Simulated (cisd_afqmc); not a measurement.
Input (AFQMC/CISD/cc-pV(D+d)Z; cisd_afqmc is a phaseless AFQMC code with CISD trial states that reads the integrals written by Ansatz): A basis named .json is the Basis Set Exchange file of that set.

Ansatz 0.2 input:
```python
import cisd_afqmc

open("ham.yaml", "w").write("""\
crystal:
  periodic: [false, false, false]
  atoms:
    - {symbol: Al, position_ang: [-0.00000000, -0.00000000, -0.11592333]}
    - {symbol: H, position_ang: [0.00000000, 0.00000000, 1.50700331]}
basis:
  gaussian:
    orbitals: cc-pV_D+d_Z.json
total_charge: 1
magnetization: {spin_polarized: true, initial_magnetization: 1}
correlation: {method: ccsd, electrons: outside_noble_gas, hamiltonian_folder: ham}
""")
rep = cisd_afqmc.ansatz("ham.yaml")
e_ccsd = rep["correlation"]["coupled_cluster"]["energy"]["hartree"]
out = cisd_afqmc.run("ham", e_ccsd, trial="CISD", walkers=200, populations=8, threads=8, dt=0.005, steps=40, early=24, settle=10, least=32,
    cut=5e-5, rank_cut=2e-4, target=0.0004, seconds=1500, seed=1, memory=17280, gpu=False)
```

Output:

```
orbitals 23, occupied [2, 1], factors 103 of 291, rank of the doubles 30 of 64
E(HF) = -242.189814
E(CCSD) on the cut factors = -242.230870, shift to the whole factors -0.000024
Energy of the trial state on the determinant = -242.230801
  tau behind 7.2 of longer steps, mean of the populations' last blocks
   2.0  -242.23148
   4.0  -242.23169
   6.0  -242.23159
   8.0  -242.23065
blocks 293 (10 outliers left out), error by blocks joined: 1: 0.00002, 2: 0.00002, 4: 0.00002, 8: 0.00003, 16: 0.00004
E(AFQMC/CISD) = -242.23155 +/- 0.00004
```

The error still grows at the longest joins of blocks, or few joins were possible, so the printed bar may be too narrow.
